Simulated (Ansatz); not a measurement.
Species: SiO₂, charge 1, doublet. SiO2+ (parent SMILES O=[Si]=O, doublet).
B3LYP-D3(BJ)/def2-TZVP minimum from Ansatz (a program for electronic structure):
```
Si
O 1 1.5458
O 1 1.5458 2 180.00
```
Charge +1, spin multiplicity 2.

Total energies in cc-pV(D+d)Z, 15 correlated electrons, 7 frozen orbitals. Radicals and triplets start from unrestricted determinants; spin-orbit coupling is neglected. Correlated methods leave the cores frozen. No relativity. The UHF reference of O2Si+ (parent SMILES O=[Si]=O, doublet) is spin-contaminated (<S^2> up to 0.40 over the pure value in the sets run). The determinant of O2Si+ (parent SMILES O=[Si]=O, doublet) is a saddle point of the SCF energy; a lower one exists, which strains HF and MP2. The spin of O2Si+ (parent SMILES O=[Si]=O, doublet) was assumed, and the state is the lowest solution found for it.

```csv
method,program,energy (Eh),minus CCSDT(Q) (mEh)
HF,Ansatz,-438.23554,461.98
MP2,Ansatz,-438.62976,67.76
CCSD,Ansatz,-438.67177,25.75
CCSD(T),Ansatz,-438.69003,7.49
CCSDT(Q),Ansatz,-438.69752,0.00
```

Rough core times of Ansatz's runs on a shared machine: CCSD(T) 60 s, CCSDT(Q) 4 min.
